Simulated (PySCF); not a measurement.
An unknown gives this computed stick spectrum. The calculation used TDDFT CAM-B3LYP/def2-SVPD, vertical, gas phase, core orbitals frozen in the response in PySCF. Geometries: GFN2-xTB, one conformer each.

```tsv
state	λ (nm)	f
S1	230.0	0.0003
S2	221.8	0.412
S3	197.5	0.0000
S4	190.3	0.0017
S5	177.5	0.0010
S6	174.3	0.020
S7	169.5	0.0000
S8	162.7	0.500
```

Triplets computed (Tamm–Dancoff): 3.47, 5.09, 5.69 eV.

Question: Which structure fits? All have the formula C6H7F.
A. `F[C@@]12CC=C[C@@H]1C2`
B. `CC#C/C=C/CF`
C. `C=CCC1=C(F)C1`

Answer: B. Its S1, at 5.39 eV, is the lowest among the candidates; the nearest of the others has S1 at 6.27 eV. S1 is HOMO-1→LUMO (95%). Löwdin shares by element: HOMO carbon 82% or more (atoms not listed hold the other 18%); LUMO carbon 76% or more (atoms not listed hold the other 24%). At the same level the other candidates give, for their lowest levels:
- `C=CCC1=C(F)C1`: 198 nm (f 0.036); 192 nm (f 0.176); 172 nm (f 0.059); 171 nm (f 0.054); 165 nm (f 0.040); T1 4.39 eV; HOMO -8.30, LUMO 1.00 eV
- `F[C@@]12CC=C[C@@H]1C2`: 191 nm (f 0.127); 179 nm (f 0.015); 173 nm (f 0.037); 165 nm (f 0.012); 160 nm (f 0.005); T1 4.16 eV; HOMO -8.33, LUMO 1.18 eV

The values belong to the conformer `[CH3:1][C:2]#[C:3]/[CH:4]=[CH:5]/[CH2:6][F:7]`: C4–C5–C6–F7 0°.
